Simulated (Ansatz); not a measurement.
Total energies of 1-ethyl-3-methylimidazolium iodide (C₆H₁₁IN₂) from Ansatz at PBE-D4/def2-TZVP, gas phase (1 Eh = 27.2114 eV = 2625.5 kJ/mol). The reference geometry is relaxed at PBE-D4/def2-SVP.

```tsv
state	geometry	energy (Eh)
charge 0 singlet	reference	-642.16512
charge 1 doublet	reference	-641.90678
charge -1 doublet	reference	-642.13998
charge -1 doublet	relaxed at PBE-D4/def2-SVP	-642.17713
free C atom (triplet)	–	-37.79597
free N atom (quartet)	–	-54.53214
free H atom (doublet)	–	-0.49962
free I atom (doublet)	–	-297.66548
```

In the def2 sets I takes a core potential; there is no spin–orbit coupling.

Task: Work out the vertical ionisation energy to the doublet.

Result: E(charge 1 doublet) − E(charge 0 singlet) = -641.90678 − (-642.16512) = 0.25834 Eh = 7.03 eV. For comparison, −ε of the highest occupied level is 4.33 eV at this level, 2.70 eV less.

Task: Work out the vertical electron affinity, to the doublet.

Result: E(charge 0 singlet) − E(charge -1 doublet) = -642.16512 − (-642.13998) = -0.02514 Eh = -0.68 eV; negative, so the extra electron isn't bound. The basis lacks diffuse functions, which makes affinities too small.

Task: Give the fundamental gap IE − EA, the Mulliken electronegativity (IE + EA)/2 and the hardness (IE − EA)/2.

Result: From the values in Eh: IE − EA = 0.25834 − (-0.02514) = 0.28348 Eh = 7.71 eV; (IE + EA)/2 = 3.17 eV; (IE − EA)/2 = 3.86 eV. The HOMO–LUMO gap of the same run is 2.71 eV, 5.00 eV smaller than the fundamental gap.

Task: How much does the charge -1 doublet relax, and what is the adiabatic electron affinity?

Result: Relaxation: -642.13998 − (-642.17713) = 0.03715 Eh = 1.01 eV. Adiabatic electron affinity: 0.01201 Eh = 0.33 eV, without zero-point energy. 

Task: What is the binding energy per atom against free atoms?

Result: Atoms: 6 × (-37.79597) + 2 × (-54.53214) + 11 × (-0.49962) + 1 × (-297.66548) = -639.00140 Eh. Binding: -639.00140 − (-642.16512) = 3.16372 Eh = 86.09 eV, or 4.30 eV for each of 20 atoms (no zero-point energy, no counterpoise term).

At PBE-D4/def2-TZVP the highest occupied level of the charge -1 doublet lies above zero (up to 2.95 eV). By energy differences it is unbound by 0.68 eV (vertical, to the charge 0 singlet, at PBE-D4/def2-TZVP) and held by the finite basis. At PBE-D4/def2-TZVP the highest occupied level of the relaxed charge -1 doublet lies above zero (up to 0.88 eV). By energy differences its removal costs 0.33 eV (each at its own geometry, to the charge 0 singlet, at PBE-D4/def2-TZVP); self-interaction error and the lack of diffuse functions both raise the level.
